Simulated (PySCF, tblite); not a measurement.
Isomers of C6H5OP, one GFN2-xTB conformer each. Single-point energies are computed at PBE0/pcSseg-1 (PySCF, gas phase, no added dispersion term), electronic only.

Problem. Rank them by PBE0/pcSseg-1 energy, lowest first (kcal/mol).
A. `[O:1]=[CH:2][c:3]1[cH:4][cH:5][cH:6][cH:7][p:8]1` with O1–C2–C3–C4 0°
B. `C#CC1=PC=C(C)O1`
C. `[O:1]=[CH:2][c:3]1[cH:4][cH:5][cH:6][p:7][cH:8]1` with O1–C2–C3–C4 0°

Solution. A (0.0), C (0.3), B (44.4).

As drawn, the lowest has a C=O bond, which the highest lacks; the highest has a C≡C bond, which the lowest lacks. Neighbours under 2.5 kcal/mol apart (O=Cc1ccccp1 and O=Cc1cccpc1) can change places with a better method, another conformer or zero-point energy. GFN2-xTB itself gives, in the same order: 0.0, 1.5, 17.1. Both levels put the same isomer lowest; measured from each level's own lowest isomer, the values differ by up to 27.3 kcal/mol (C#Cc1oc(C)cp1: 17.1 against 44.4).

Problem. Which frontier levels, dipoles and rotational constants go with these structures?

Solution. 
| SMILES | HOMO (eV, PBE0/pcSseg-1) | LUMO (eV) | dipole (D) | A, B, C (MHz) |
| --- | --- | --- | --- | --- |
| O=Cc1ccccp1 | -7.60 | -2.48 | 3.60 | 3384, 1463, 1021 |
| O=Cc1cccpc1 | -7.60 | -2.37 | 1.82 | 4054, 1240, 949.6 |
| C#Cc1oc(C)cp1 | -6.41 | -1.61 | 1.94 | 3286, 1373, 974.5 |

Problem. What happens when harmonic zero-point energies from GFN2-xTB frequencies are added?

Solution. 
```
       SMILES  ZPE (kcal/mol)  electronic (kcal/mol)  with ZPE (kcal/mol)
  O=Cc1ccccp1            56.5                    0.0                  0.0
  O=Cc1cccpc1            56.5                    0.3                  0.3
C#Cc1oc(C)cp1            55.6                   44.4                 43.6
```

The zero-point energies span 0.9 kcal/mol. The order is unchanged.

Problem. As an exercise, what shares would exp(−E/RT) give at 298.15 K from these electronic energies alone (no entropy, no degeneracies)?

Solution. RT = 0.592 kcal/mol: O=Cc1ccccp1 63.3 %, O=Cc1cccpc1 36.7 %, C#Cc1oc(C)cp1 under 0.1 %.
